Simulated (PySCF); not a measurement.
## Computed data sheet: `FC(F)(F)[SiH2]Cl`

Compound: CH₂ClF₃Si.
Atom-mapped SMILES: `[F:1][C:2]([F:3])([F:4])[SiH2:5][Cl:6]` (hydrogens: H7, H8 on Si5)

Cartesian coordinates in Å at the PBE0-D3(BJ)/def2-SVP level; atoms count from 1:
```xyz
8
CH2ClF3Si angstrom
F      1.829    0.207   -0.539
C      0.895   -0.001    0.395
F      1.007    0.972    1.305
F      1.187   -1.161    1.007
Si    -0.883   -0.105   -0.351
Cl    -1.287    1.670   -1.302
H     -0.896   -1.223   -1.327
H     -1.831   -0.314    0.771
```

Among its groups: CF3 group, C–F bond, Si–H bond and C–Si bond.

PBE0-D3(BJ)/def2-SVP geometry optimisation, gas phase (PySCF):

| Quantity | Value |
| --- | --- |
| Point group | Cs |
| Rotational constants A, B, C | 4.126, 1.366, 1.270 GHz |

B3LYP/def2-SVPD ground state, ΔSCF and vertical TDDFT (core frozen in the response) (PySCF):

| Quantity | Value |
| --- | --- |
| Dipole moment | 1.92 D |
| HOMO energy | -9.23 eV |
| LUMO energy | -0.85 eV |
| HOMO–LUMO gap | 8.38 eV |
| Lowest singlet excitation | 7.24 eV (171 nm, f = 0.007) |
| Strongest line among the 10 lowest singlet transitions | S7 at 8.60 eV (144 nm, f = 0.042) |
| Lowest triplet excitation (Tamm–Dancoff) | 6.86 eV |
| Static isotropic polarisability | 55.6 au |
| Vertical ionisation energy | 11.57 eV |
| Electronic spatial extent ⟨r²⟩ about the centre of nuclear charge | 893 bohr² |

From HF/pcSseg-2 ground state and GIAO shieldings, non-relativistic (PySCF):

| Item | Value |
| --- | --- |
| 13C chemical shifts (computed TMS as zero) by class | 117.4 (C2) ppm |
| 1H chemical shifts (computed TMS as zero) by class | 4.72 (H7/H8) ppm |
| Isotropic shieldings of nuclei other than C and H, by class | 299 (F1/F3/F4), 412 (Si5), 1033 (Cl6) ppm |

delta-SCF UKS SCAN, pcX-2 on the ionised atom, pcseg-1 elsewhere, spin-free X2C; 2p3/2 from a spin–orbit splitting computed afterwards within the 2p shell (PySCF):

| Property | Result |
| --- | --- |
| Core binding energies | Si2p3/2 108.7 (Si5), Cl2p3/2 206.7 (Cl6), C1s 297.9 (C2), F1s 694.2 (F1/F3/F4), Si1s 1848.6 (Si5), Cl1s 2829.3 (Cl6) eV |

Monoisotopic mass (most abundant isotopes): 133.9566 u.

The rotational constants make it an asymmetric top with κ = (2B − A − C)/(A − C) = -0.93, nearer the prolate limit (−1). S1 lies 1.14 eV below the HOMO–LUMO gap; its leading configuration is HOMO→LUMO, weight 0.99. The ΔSCF ionisation energy exceeds −ε(HOMO) by 2.34 eV with B3LYP. The polarisability is 8.23 Å³ as a volume (1 au = 0.148185 Å³), or 0.84 au for each of the 66 electrons. The largest Löwdin shares of the LUMO are 0.34 on Si5, 0.28 on Cl6, 0.10 on H8 and 0.10 on H7. The largest Löwdin shares of the HOMO are 0.48 on Cl6, 0.14 on Si5, 0.13 on C2 and 0.07 on F4.

For the core-ionisation job (SCAN ΔSCF), on one thread of an Arm Neoverse V2, on a shared host, this took 24 s wall.
